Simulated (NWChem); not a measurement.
Species: GeH₂ cation, doublet; SMILES of the neutral closed-shell parent [GeH2]

```xyz
3

Ge     0.0000     0.0000     0.0464
H      1.3603     0.0000    -0.7430
H     -1.3603     0.0000    -0.7430
```
Atoms are numbered in this order, from 1.

Computed with NWChem. Spin-unrestricted. Medium grid unless said otherwise, to which SCAN and Minnesota functionals are sensitive. In the optimisation the excess spin sits in a1 (C2v, its own frame). Structure relaxed at the B3LYP/6-31G* (spherical d), spin-unrestricted level. The spin multiplicity was typed, not searched, and may not be the lowest. No stability test was run on the SCF state. Total energies of different functionals are on different scales.

| level | energy (Ha) | highest occupied level (eV) | lowest empty minus highest occupied level, either spin (eV) | <S²> |
|---|---|---|---|---|
| B3LYP/def2-SVP | -2077.5983 | -14.35 | 2.97 | 0.752 |
| PBE/def2-SVP | -2077.2289 | -13.44 | 1.48 | 0.751 |
| M06-2X/def2-SVP | -2077.5558 | -15.58 | 5.28 | 0.753 |
| B97-2/def2-SVP | -2078.0920 | -14.25 | 2.85 | 0.752 |
| LDA (Slater exchange, VWN5)/def2-SVP | -2074.3647 | -13.41 | 1.15 | 0.751 |
| CAM-B3LYP/def2-SVP | -2077.6653 | -15.88 | 5.92 | 0.753 |
| LRC-wPBEh/def2-SVP | -2077.2867 | (withheld) | (withheld) | 0.753 |
| B97-D/def2-SVP | -2078.5922 | -13.40 | 1.06 | 0.751 |
| KT2/def2-SVP | -2086.0929 | -13.52 | 1.66 | 0.751 |
| BHandHLYP/def2-SVP | -2077.5328 | -15.60 | 5.57 | 0.755 |
| SCAN/def2-SVP | -2077.7266 | -13.88 | 2.34 | 0.753 |

Problem. Complete the blanks.

Solution. 
- LRC-wPBEh/def2-SVP, highest occupied level (eV): -16.47
- LRC-wPBEh/def2-SVP, lowest empty minus highest occupied level, either spin (eV): 7.37
